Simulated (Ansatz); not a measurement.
Consider the hydrogenolysis of the Si–C bond: `C[SiH](F)CF` + H₂ → `C[SiH2]F` + `CF`.

Gas-phase electronic energies from Ansatz, PBE0-D4/def2-TZVP geometries. CBS: MP2 limit from def2 TZ/QZ plus the TZ coupled-cluster correction, frozen cores. This one scheme is used for every species. Functionals use def2-TZVPP. B3LYP here is the variant with VWN-RPA as its local correlation; programs differ in this. One conformer a species, not always the lowest.

| level | ΔE (eV) |
| --- | --- |
| B3LYP | -0.45 |
| CCSD(T)/def2-TZVPP | -0.39 |

Task: What does CCSD(T)/CBS give? (Best estimate.)

Result: Ansatz gave: -0.36 eV. The listed levels differ from it by -0.09, -0.03 eV.

Largest T1 diagnostic among the species: 0.011.

In def2-TZVPP, CCSD(T) changes the Hartree–Fock value by +0.24 eV (the triples alone add +0.05 eV) and MP2 by +0.27 eV. The D4 term adds +0.09 eV with B3LYP and +0.05 eV with PBE0; it sums over pairs of atoms, weighted by their polarisabilities, and B3LYP, whose exchange is more repulsive, gets the larger term.
